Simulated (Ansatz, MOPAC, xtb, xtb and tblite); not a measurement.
Internal rotation in Ga(H)2(F)(SH2), H4FGaS, singlet. Scanned: dihedral F4–Ga1–S5–H6; all other coordinates were relaxed at B3LYP-D3(BJ)/def2-SVP.

Atom numbering (GFN2-xTB optimised geometry, Å):
```
7

Ga     0.9923     0.2971    -0.2064
H      1.7109     0.7124     1.0861
H      1.5572    -0.6020    -1.3171
F     -0.1474     1.5026    -0.7951
S     -1.0138    -1.0769     0.6562
H     -1.5245     0.0660     1.1179
H     -1.5748    -0.8990    -0.5415
```

- GFN2-xTB, on its own relaxed geometries (the stored frames are those of B3LYP-D3(BJ)/def2-SVP) (xtb and tblite)
- PM7, restricted, heats of formation // B3LYP-D3(BJ)/def2-SVP (MOPAC)
- GFN1-xTB // B3LYP-D3(BJ)/def2-SVP (xtb)
- CCSD(T)/cc-pVTZ = Ansatz (a quantum-chemistry and plane-wave program) with CCSD(T) on RHF/cc-pVTZ, cores with 3d frozen // B3LYP-D3(BJ)/def2-SVP

Energies relative to the lowest point of each profile, in kJ/mol; the last columns give the difference from CCSD(T):

```
φ / °  GFN2-xTB    PM7  GFN1-xTB  CCSD(T)/cc-pVTZ  GFN2-xTB − CCSD(T)/cc-pVTZ  PM7 − CCSD(T)/cc-pVTZ  GFN1-xTB − CCSD(T)/cc-pVTZ
-----  --------  -----  --------  ---------------  --------------------------  ---------------------  --------------------------
-160       7.84   7.02      7.85             3.49                        4.35                   3.53                        4.35
-140       5.91   4.45      5.86             2.63                        3.27                   1.82                        3.23
-120       4.55   4.30      3.87             1.97                        2.58                   2.33                        1.90
-100       3.36   7.35      3.19             1.61                        1.75                   5.74                        1.58
-80        1.81   6.77      1.23             1.05                        0.76                   5.73                        0.18
-60        0.32   0.65      0.01             0.10                        0.21                   0.54                       -0.09
-40        0.00   0.00      0.00             0.00                        0.00                   0.00                        0.00
-20        1.17   3.94      0.31             0.66                        0.51                   3.29                       -0.34
0          2.82   7.52      2.60             1.31                        1.50                   6.20                        1.28
20         4.13   6.31      3.53             1.83                        2.30                   4.48                        1.70
40         5.34   4.54      5.50             2.37                        2.96                   2.17                        3.13
60         7.08   6.52      7.52             3.23                        3.85                   3.29                        4.29
80         9.19   9.67      9.84             4.26                        4.93                   5.41                        5.58
100       11.03  11.38     11.68             5.27                        5.76                   6.11                        6.41
120       12.17      —         —                —                           —                      —                           —
140       12.36      —         —                —                           —                      —                           —
160       11.55      —         —                —                           —                      —                           —
180        9.92   9.84     10.13             4.56                        5.36                   5.28                        5.57
```

GFN2-xTB is furthest from CCSD(T)/cc-pVTZ at 100 (5.76 kJ/mol, above); its mean absolute difference over the points is 2.67 kJ/mol.

PM7 is furthest from CCSD(T)/cc-pVTZ at 0 (6.20 kJ/mol, above); its mean absolute difference over the points is 3.73 kJ/mol.

GFN1-xTB is furthest from CCSD(T)/cc-pVTZ at 100 (6.41 kJ/mol, above); its mean absolute difference over the points is 2.64 kJ/mol.

A dash means that the run gave no value there, or that the column was ended at a point which the program doubted or which failed a test of continuity chosen for this set; such a test can also cut sound points.
